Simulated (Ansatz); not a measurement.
Geometry optimisation, RKS PBE-D4/6-31G (Ansatz).

The input (input.yaml):

```yaml
crystal:
  periodic: [false, false, false]
  atoms:
    - { symbol: Li, position_ang: [-2.7249, 1.52108, -0.49113] }
    - { symbol: Si, position_ang: [-0.60333, 0.41184, -0.17443] }
    - { symbol: C, position_ang: [0.74851, -0.65584, 0.64873] }
    - { symbol: F, position_ang: [-0.78185, -0.32409, -1.65285] }
    - { symbol: F, position_ang: [0.28092, 1.67255, -0.78603] }
    - { symbol: H, position_ang: [1.12515, -0.18366, 1.55281] }
    - { symbol: H, position_ang: [1.5918, -0.80818, -0.02398] }
    - { symbol: H, position_ang: [0.36369, -1.6337, 0.92689] }
basis:
  gaussian: { orbitals: "6-31G" }
hamiltonian:
  xc: pbe
  dispersion: d4
relax:
  f_tol: 0.02
  max_steps: 40
scf:
  lower_state_search: "off"
```

Launched with:

```bash
$ ansatz run input.yaml --threads 1 --pin off --max-ram 2048MiB --backend cpu --events-out ev --progress --plain --runs-dir out
```

Where does it end, and by what steps?

The run converged. Limits of this set-up: no polarisation functions. After 7 steps the energy has fallen by 0.459 eV; Li1 moved furthest, 0.64 Å.

| step | energy less start (eV) | largest force component (eV/Å) | accepted |
| --- | --- | --- | --- |
| 0 | 0.0000 | 2.700 | yes |
| 1 | -0.2886 | 1.395 | yes |
| 2 | -0.4243 | 0.147 | yes |
| 3 | -0.4467 | 0.177 | yes |
| 4 | -0.4550 | 0.266 | yes |
| 5 | -0.4585 | 0.115 | yes |
| 6 | -0.4588 | 0.068 | yes |
| 7 | -0.4591 | 0.017 | yes |

```xyz
8
Properties=species:S:1:pos:R:3
Li -2.769 1.321 0.117
Si -0.499 0.459 -0.462
C 0.651 -0.612 0.638
F -0.576 -0.467 -1.939
F 0.545 1.778 -0.924
H 0.909 -0.073 1.566
H 1.584 -0.845 0.097
H 0.155 -1.561 0.908
```

Whether the end is a true minimum wasn't checked by a vibrational analysis.

Time of the run: 19 s on 1 CPU thread of a shared host.
